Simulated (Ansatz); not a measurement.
Se (SMILES [Se]), triplet; B3LYP/6-311G** (Ansatz, a first-principles code).

Here is a job for Ansatz.
Ansatz 0.2 input:
```yaml
crystal:
  periodic: [false, false, false]
  atoms:
    - {symbol: Se, position_ang: [0.00000000, 0.00000000, 0.00000000]}
basis:
  gaussian:
    orbitals: 6-311G__.json
hamiltonian:
  xc: b3lyp
magnetization: {spin_polarized: true, initial_magnetization: 2}
```
The basis file holds 6-311G** in the JSON format of the Basis Set Exchange.

What the program printed (banner, timings and long lists left out):

```
Functional definition: B3LYP
263 factors; integrals over basis functions are off by at most 1.1e-4 eV
mean field evaluation 1: about -65347.7970 eV, gradient 5.4e0 eV
mean field evaluation 2: about -65347.8591 eV, gradient 3.0e0 eV
mean field evaluation 4: about -65347.8682 eV, gradient 1.8e-1 eV
mean field evaluation 8: about -65347.8682 eV, gradient 1.7e-4 eV
mean field evaluation 16: about -65347.8682 eV, gradient 8.8e-5 eV
mean field -65347.86820180 eV, -2401.4898620403 hartree, gradient 2.2e-5 eV, S^2 2.001975; 1 other end points of the search recorded, 0 dependent functions left out
reference -65347.86834906 eV, -2401.4898674518 hartree; 18, 16 occupied and 26, 28 virtual orbitals, 263 factors
Total energy: -65347.86834906 eV, -2401.4898674518 hartree
```
